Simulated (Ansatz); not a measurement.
Two isomers of CH6BNOS: A = `OBNCS`, B = `BOC(N)S`.

Calculated with Ansatz (gas phase, PBE0-D4/def2-TZVP geometries, no zero-point term in ΔE). CCSD(T)/CBS adds triple-zeta CCSD(T) − MP2 to the extrapolated MP2 energy (def2 sets, frozen cores). Functionals use def2-TZVPP. B3LYP here is the variant with VWN-RPA as its local correlation; programs differ in this. Each species was taken in one conformer, which may not be the lowest.

Which is lower in electronic energy at CCSD(T)/CBS, and by how much? (Best estimate.)

The calculation gave: A, by 40.9 kcal/mol.

Give E(B) − E(A) in kcal/mol with B3LYP, B2PLYP, B3LYP-D4, CCSD/def2-TZVPP, ωB97M-V, HF/def2-TZVPP, PBE0-D4. (Best estimate.)

Computed: B3LYP 40.6, B2PLYP 40.7, B3LYP-D4 40.8, CCSD/def2-TZVPP 40.5, ωB97M-V 40.7, HF/def2-TZVPP 39.2, PBE0-D4 41.6. None reverses the order clearly.

Largest T1 diagnostic: 0.014.

From PBE to PBE0 (25 % exact exchange), in def2-TZVPP and without D4, E(B) − E(A) moves by +0.7 kcal/mol. In def2-TZVPP, CCSD(T) changes the Hartree–Fock value by +1.1 kcal/mol (the triples alone add −0.1 kcal/mol) and MP2 by +2.4 kcal/mol.
